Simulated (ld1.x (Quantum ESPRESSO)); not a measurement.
**What one change does to a pseudopotential (Be, RRKJ)**

| Quantity | Value |
| --- | --- |
| Element | beryllium (Be) |
| Generator | ld1.x (Quantum ESPRESSO) 7.5 |
| Type | norm-conserving RRKJ (Kleinman–Bylander form) |
| Functional | PBE |
| Relativity | scalar-relativistic |
| Frozen core | none |
| Valence charge | 4 |
| Reference configuration | 1s2 2s2 2p0 |
| Partial waves | 2p (bound, empty): rc 4.05 bohr; 1s (bound): rc 0.45 bohr |
| Local potential | the s channel |
| Core correction | none |

Occupied shells without a wave of their own: 2s. They enter only through the test configuration that unscreens the potential.

All-electron outer shells of the reference configuration (PBE, scalar-relativistic, ld1.x):

```
shell  level (eV)  outermost node (bohr)  outermost maximum (bohr)
   1s     -106.21                      –                      0.27
   2s       -5.61                   0.59                      2.04
   2p       -2.02                      –                      2.28
```

Change: all radii scaled by about 0.90 (s 0.40, p 3.64 bohr).

Cutoffs: the cutoffs (Ry, on a coarse ladder) from which the occupation-weighted sum of valence levels, in a spherical-Bessel basis at the reference potential, stays within 10 and 1 mRy of its value at 400 Ry; they do not see the model core or the augmentation charge, which bear on the density cutoff. Errors are all-electron minus pseudo energies relative to the spin-unpolarised reference configuration.

Q: How do hardness, ghosts and transferability respond?

A: The p channel binds one level more than in the base; the number of tests that count goes from 7 to 5; of the 5 tests that both files solve, the error grows in 0 and shrinks in 4 by more than 15 % and 0.3 meV (median size 28.7 → 15.8 meV); neither file shows a bound ghost at the reference potential, the only one tested. Less of the atom is replaced, so other configurations are described better.

| quantity | base | changed |
| --- | --- | --- |
| cutoff, loose | over 300 Ry | over 300 Ry |
| cutoff, tight | over 300 Ry | over 300 Ry |
| bound ghosts | none | none |
| tests counted (converged, no solver errors) | 7 of 7 | 5 of 7 |
| error for 1s2 2s1 2p0, meV [ΔE 9.55 eV] | +29 | +16 |
| error for 1s2 2s0 2p0, meV [ΔE 27.50 eV] | +80 | +44 |
| error for 1s2 2s1.5 2p0, meV [ΔE 3.76 eV] | +12 | +6.7 |
| error for 1s2 2s1 2p1, meV [ΔE 3.61 eV] | +8.9 | +8.3 |
| error for 1s1 2s2 2p0, meV [ΔE 128.28 eV] | +94 | +54 |

Base: The 2s level has no wave, so the channel is fitted at the deeper level alone: the likely source of the large errors. Changed file: Tests not counted: 1s2 2s0 2p1 (solver errors, printed error -4.1 eV); 1s2 2s0 2p2 (solver errors, printed error -14.3 eV). These tests converged, but a pseudo level misses the all-electron one widely, so the file describes the atom poorly there or has found another state: 1s2 2s1 2p0: empty 2p by 2.2 eV (a node warning on the way).
